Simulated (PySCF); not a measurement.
Computed IR spectrum (relative IR intensity) of a molecule C5H7BO. The structure is a stationary point at PBE-D3(BJ)/def2-SVP. Other conformers were not sampled. Method: PBE-D3(BJ)/def2-SVP in PySCF. Harmonic, unscaled wavenumbers; measured fundamentals usually lie a few per cent lower.

| ν (cm⁻¹) | relative intensity |
|---|---|
| 834 | 11 |
| 866 | 4.5 |
| 935 | 17 |
| 959 | 5.3 |
| 1113 | 100 |
| 1129 | 5.0 |
| 1340 | 37 |
| 1371 | 2.4 |
| 1433 | 25 |
| 1978 | 24 |
| 2964 | 7.1 |
| 3017 | 3.6 |

Q: Identify the compound among the candidates.
A) C#CCB1CCO1
B) C#C/C=C\B(C)O
C) C=C=C1OCB1C
D) C=CC1=CB(C)O1

A: C, C=C=C1OCB1C
